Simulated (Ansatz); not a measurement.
Molecular dynamics of Cl$_{3}$FTi

Input:

```yaml
crystal:
  periodic: [false, false, false]
  atoms:
    - { symbol: Ti, position_ang: [0.016442, -0.057662, -0.014324] }
    - { symbol: Cl, position_ang: [0.103137, 0.007037, 2.272604] }
    - { symbol: Cl, position_ang: [1.954256, 0.200123, -0.732823] }
    - { symbol: Cl, position_ang: [-0.894024, 1.723171, -0.821617] }
    - { symbol: F, position_ang: [-1.037753, -1.429666, -0.472087] }
basis:
  gaussian: { orbitals: def2-SVP }
hamiltonian:
  xc: cam_b3lyp
  dispersion: d4
md:
  timestep: 2.0
  n_steps: 100
  ensemble: nve
  temperature: 500.0
  initial_velocities: maxwell_boltzmann
  seed: 572069
```

Command:

```bash
$ ansatz run input.yaml --threads 2 --pin off --max-ram 3072MiB --backend cpu --events-out ev --progress --plain --runs-dir out
```

It goes on from the last frame of an earlier run, with new velocities.

Output, in part (step lines, the closing report, with atoms numbered from 0):

```
md step     0: t =     0.00 fs  T =   500.0 K  F+E_penalty+E_count = -63391.41925151 eV  E_kin = 0.193890 eV  conserved = -63391.22536151 eV  (31 SCF iters)
md step     1: t =     2.00 fs  T =   653.7 K  F+E_penalty+E_count = -63391.48010709 eV  E_kin = 0.253478 eV  conserved = -63391.22662952 eV  (37 SCF iters)
md step     2: t =     4.00 fs  T =   771.6 K  F+E_penalty+E_count = -63391.52694508 eV  E_kin = 0.299200 eV  conserved = -63391.22774501 eV  (37 SCF iters)
md step     3: t =     6.00 fs  T =   814.5 K  F+E_penalty+E_count = -63391.54398701 eV  E_kin = 0.315833 eV  conserved = -63391.22815363 eV  (38 SCF iters)
md step     4: t =     8.00 fs  T =   772.9 K  F+E_penalty+E_count = -63391.52707065 eV  E_kin = 0.299706 eV  conserved = -63391.22736461 eV  (37 SCF iters)
md step     5: t =    10.00 fs  T =   682.8 K  F+E_penalty+E_count = -63391.49027937 eV  E_kin = 0.264774 eV  conserved = -63391.22550555 eV  (37 SCF iters)
md step     6: t =    12.00 fs  T =   616.9 K  F+E_penalty+E_count = -63391.46289556 eV  E_kin = 0.239208 eV  conserved = -63391.22368729 eV  (38 SCF iters)
md step     7: t =    14.00 fs  T =   642.3 K  F+E_penalty+E_count = -63391.47243240 eV  E_kin = 0.249088 eV  conserved = -63391.22334439 eV  (39 SCF iters)
[... lines left out ...]
Total energy: -63391.46939618 eV, -2329.5935320283 hartree
Atom 0 at     0.029365    -0.057406    -0.052109 Å, force    -3.184660    -1.701342     1.274547 eV/Å
Atom 1 at     0.100946     0.091124     2.155579 Å, force    -0.103558    -0.224680    -0.829665 eV/Å
Atom 2 at     1.996861     0.137316    -0.638682 Å, force     1.856272    -0.142389    -0.820261 eV/Å
Atom 3 at    -0.965433     1.705584    -0.680897 Å, force    -0.254552     0.456371    -0.247094 eV/Å
Atom 4 at    -1.012477    -1.437202    -0.596760 Å, force     1.686498     1.612039     0.622472 eV/Å
Dipole moment:     0.195720     0.055408    -0.123397 e Å
```

The steps, from the saved trajectory:

| time (fs) | T (K) | potential energy less start (eV) | conserved less start (meV/atom) |
| --- | --- | --- | --- |
| 0 | 500 | 0.000 | 0.00 |
| 6 | 814 | -0.125 | -0.56 |
| 12 | 617 | -0.044 | 0.33 |
| 18 | 949 | -0.176 | -0.33 |
| 24 | 1080 | -0.227 | -0.49 |
| 30 | 619 | -0.045 | 0.24 |
| 36 | 621 | -0.045 | 0.33 |
| 42 | 1225 | -0.283 | -0.42 |
| 48 | 1286 | -0.308 | -0.67 |
| 54 | 758 | -0.098 | 0.46 |
| 60 | 925 | -0.167 | -0.48 |
| 66 | 817 | -0.123 | -0.10 |
| 72 | 650 | -0.057 | 0.16 |
| 78 | 845 | -0.134 | -0.05 |
| 84 | 1008 | -0.200 | -0.59 |
| 90 | 458 | 0.017 | 0.03 |
| 96 | 223 | 0.109 | 0.35 |
| 102 | 697 | -0.079 | -0.47 |
| 108 | 732 | -0.090 | -0.04 |
| 114 | 737 | -0.092 | 0.08 |
| 120 | 931 | -0.168 | -0.20 |
| 126 | 877 | -0.148 | -0.46 |
| 132 | 447 | 0.023 | 0.47 |
| 138 | 847 | -0.136 | -0.17 |
| 144 | 1295 | -0.311 | -0.62 |
| 150 | 937 | -0.169 | -0.01 |
| 156 | 604 | -0.039 | 0.26 |
| 162 | 747 | -0.096 | -0.12 |
| 168 | 791 | -0.115 | -0.41 |
| 174 | 533 | -0.011 | 0.41 |
| 180 | 888 | -0.152 | -0.38 |
| 186 | 945 | -0.174 | -0.37 |
| 192 | 528 | -0.010 | 0.19 |
| 198 | 495 | 0.003 | 0.29 |

All steps were run. The conserved energy stayed within 0.84 meV per atom of its start (net change 0.14 meV per atom), so the integration is sound. The kinetic energy rose, since the run started high on the potential surface and went downhill. A run of 0.2 ps of so small a system gives no equilibrium averages.

The same pairs are bonded in the first frame and the last. Pairs count as bonded within 1.25 times the sum of covalent radii (0.12 Å more for H–H).

Last frame:

```xyz
5
Properties=species:S:1:pos:R:3
Ti 0.029 -0.057 -0.052
Cl 0.101 0.091 2.156
Cl 1.997 0.137 -0.639
Cl -0.965 1.706 -0.681
F -1.012 -1.437 -0.597
```

Run time: 7.1 min on 2 threads of Arm Neoverse V2, on a shared host, peak memory 0.29 GiB.
